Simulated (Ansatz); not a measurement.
This geometry of AlClF3H (6 atoms, charge 0, multiplicity 1) is a first-order saddle point.

The calculation used RKS B3LYP/def2-SVP (Ansatz 0.2.0).

```xyz
6
Properties=species:S:1:pos:R:3
Al 0.016 -0.249 0.013
F 0.016 0.027 1.777
F 1.440 0.166 -0.711
F -1.441 0.093 -0.685
Cl 0.078 -2.404 0.863
H 0.049 -1.233 1.813
```

Question: Which two structures does it join? (They come from a converged band through this point; their orientation in space is the band's.)

Answer: Bonds broken: Cl5–H6. Bonds formed: F2–H6.

Image 0:

```xyz
6
Properties=species:S:1:pos:R:3
Al 0.007 -0.009 0.061
F 0.009 0.387 1.686
F 1.426 0.134 -0.778
F -1.431 0.057 -0.755
Cl 0.078 -2.405 0.860
H 0.070 -1.764 1.996
```

Image 10:

```xyz
6
Properties=species:S:1:pos:R:3
Al 0.018 -0.463 -0.106
F 0.023 -0.027 1.819
F 1.430 0.210 -0.646
F -1.438 0.131 -0.622
Cl 0.079 -2.514 0.508
H 0.046 -0.938 2.116
```

Question: How far does it lie above each of them?

Answer: 3.6 kcal/mol above the first and 5.3 kcal/mol above the second. This is the barrier of this one path; another mechanism may lie lower. The orbitals stay closed-shell, which can raise the energy where a bond breaks towards radicals; this wasn't checked here.

Run time: 4.3 min on 1 thread of Arm Neoverse V1 (shared host), peak memory 0.16 GiB.
